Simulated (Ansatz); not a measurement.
Total energies of C2H7OSi (`[CH2]C[SiH2]O`) radical.

Z-matrix (Å, degrees):
```
C
Si 1 1.890
C 1 1.472 2 109.2
H 1 1.095 2 107.7 3 -122.1
H 1 1.096 2 107.0 3 121.8
O 2 1.648 1 111.4 3 57.5
H 2 1.490 1 107.7 3 -64.6
H 2 1.485 1 111.4 3 174.7
H 3 1.082 1 121.0 2 -90.5
H 3 1.082 1 120.9 2 83.8
H 6 0.959 2 116.5 1 -61.2
```

Charge 0, multiplicity 2. All single points use the PBE0-D4/def2-TZVP geometry. It is one conformer, not always the lowest. Basis def2-TZVPP, the Gaussian-basis code of Ansatz.

RPA on PBE orbitals: Hartree–Fock energy of these orbitals -443.64066 Eh, correlation -1.17313 Eh (frozen core).

```tsv
functional	energy without D4 (Eh)	D4 term (kJ/mol)
B3LYP	-445.23201	-30.9
BHLYP	-445.11836	-22.7
```

(1) Give the same for LDA (SPW92), PBE, revPBE, BLYP, r2SCAN, B97M-V, PBE0, r2SCANh, r2SCAN0, HSE06 (plane-wave form), CAM-B3LYP, LC-ωPBE, ωB97X-V, ωB97M-V, B2PLYP, PBE-QIDH. (An estimate is asked.)

B3LYP takes the VWN-RPA correlation (the form of Gaussian; ORCA's B3LYP/G). HSE06 is the plane-wave form, built on full-range PBE exchange. The double hybrids freeze the cores in their second-order part.

Results:

(1) Computed: 
```
             functional  energy without D4 (Eh)  D4 term (kJ/mol)
            LDA (SPW92)              -442.72222                 –
                    PBE              -444.85167             -19.3
                 revPBE              -445.08857             -61.2
                   BLYP              -445.13598             -42.7
                 r2SCAN              -445.09173              -4.7
                 B97M-V              -445.10660                 –
                   PBE0              -444.89875             -16.2
                r2SCANh              -445.08353              -5.0
                r2SCAN0              -445.07213              -5.5
HSE06 (plane-wave form)              -444.88345             -15.0
              CAM-B3LYP              -445.13871             -16.3
                LC-ωPBE              -445.02127                 –
                ωB97X-V              -445.10621                 –
                ωB97M-V              -445.10484                 –
                 B2PLYP              -444.95479                 –
               PBE-QIDH              -444.79398                 –
```

LC-ωPBE has ω = 0.4 bohr⁻¹.
